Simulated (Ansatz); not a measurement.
Sn₁₃H₂₀, a cluster cut from cubic tin, relaxed as a singlet with RKS PBE-D4/def2-SVP in Ansatz, starting from a model built from a lattice or polyhedron. Force threshold 0.03 eV/Å.

In the def2 sets Sn takes a core potential; there is no spin–orbit coupling. Single mean-field runs in def2-SVP are fitted with def2-universal-jkfit.

Start:

Cartesian coordinates in Å:
```
Sn -1.117 1.459 3.710
Sn -0.364 -3.733 -2.276
Sn 1.140 -1.997 1.711
Sn -2.620 -0.269 -0.258
Sn -0.778 3.909 -0.133
Sn 1.510 0.467 -2.128
Sn 2.985 2.196 1.846
Sn -2.891 -2.614 -1.805
Sn -1.441 -0.905 2.209
Sn 0.452 3.306 2.314
Sn 1.254 -1.868 -3.630
Sn 2.755 -0.126 0.320
Sn -1.056 1.577 -1.639
H -0.378 1.073 5.242
H -2.686 2.132 4.023
H -0.512 -5.171 -3.186
H 0.411 -4.099 -0.764
H 1.892 -2.386 3.212
H 0.981 -3.413 0.804
H -4.182 0.398 0.051
H -2.317 4.583 0.157
H 0.188 5.040 -0.997
H 2.484 1.578 -2.991
H 3.759 1.819 3.333
H 3.958 3.330 0.973
H -3.843 -3.771 -0.909
H -3.649 -2.237 -3.281
H -2.365 -2.036 3.082
H 0.640 4.736 3.251
H 2.786 -2.549 -3.954
H 0.494 -1.499 -5.157
H 4.295 -0.858 0.026
H -1.785 1.929 -3.155
```

```csv
step,energy (eV),largest force component (eV/Å),SCF passes
1,-76139.1861,0.642,17
2 (rejected),-76139.1100,0.975,20
3,-76139.3134,0.101,18
4,-76139.3275,0.084,18
5,-76139.3422,0.034,18
6,-76139.3501,0.017,18
7,-76139.3534,0.033,18
8,-76139.3534,0.032,19
9,-76139.3544,0.002,14
```

Force components are those of the run's own axes.

End:

| atom | x (Å) | y (Å) | z (Å) |
| --- | --- | --- | --- |
| Sn1 | -1.1417 | 1.4821 | 3.7370 |
| Sn2 | -0.4361 | -3.7947 | -2.4698 |
| Sn3 | 1.2027 | -1.9575 | 1.8667 |
| Sn4 | -2.5947 | -0.3291 | -0.2409 |
| Sn5 | -0.7672 | 3.9320 | -0.1217 |
| Sn6 | 1.5102 | 0.4139 | -2.1089 |
| Sn7 | 3.0109 | 2.2324 | 1.8468 |
| Sn8 | -2.9185 | -2.6569 | -1.7999 |
| Sn9 | -1.3783 | -0.8948 | 2.2390 |
| Sn10 | 0.4627 | 3.3297 | 2.3397 |
| Sn11 | 1.2430 | -1.9020 | -3.6960 |
| Sn12 | 2.7489 | -0.1491 | 0.3605 |
| Sn13 | -1.0220 | 1.5596 | -1.6256 |
| H14 | -0.4419 | 1.1404 | 5.2908 |
| H15 | -2.7125 | 2.1684 | 4.0211 |
| H16 | -0.6700 | -5.1551 | -3.5247 |
| H17 | 0.3276 | -4.3857 | -1.0293 |
| H18 | 1.9514 | -2.1951 | 3.4173 |
| H19 | 1.1263 | -3.5051 | 1.0843 |
| H20 | -4.1643 | 0.3644 | 0.0729 |
| H21 | -2.3340 | 4.6369 | 0.1405 |
| H22 | 0.1788 | 5.0927 | -1.0039 |
| H23 | 2.5010 | 1.5711 | -2.9586 |
| H24 | 3.8226 | 1.9116 | 3.3499 |
| H25 | 3.9823 | 3.3781 | 0.9732 |
| H26 | -3.9071 | -3.8106 | -0.9564 |
| H27 | -3.7556 | -2.2427 | -3.2649 |
| H28 | -2.3599 | -2.0409 | 3.1119 |
| H29 | 0.6288 | 4.7862 | 3.2829 |
| H30 | 2.8049 | -2.5932 | -4.0161 |
| H31 | 0.5576 | -1.4587 | -5.2297 |
| H32 | 4.3258 | -0.8331 | 0.0691 |
| H33 | -1.7815 | 1.9049 | -3.1573 |

By distances, no bond broke or formed. The bond that changes most is Sn3–H19, from 1.69 to 1.74 Å (atoms count from 1). A close non-bonded pair moves further: H17–H19, from 1.80 to 2.43 Å.

The force fell under the threshold at step 6, but the optimiser went on and released 0.004 eV more. No frequencies were taken in this run, so the end may be a saddle point.

It took 35 s on 2 threads of AMD EPYC 7R13 on a shared host and a share (18 GiB) of an NVIDIA H100 80GB HBM3, peak host memory 0.99 GiB.
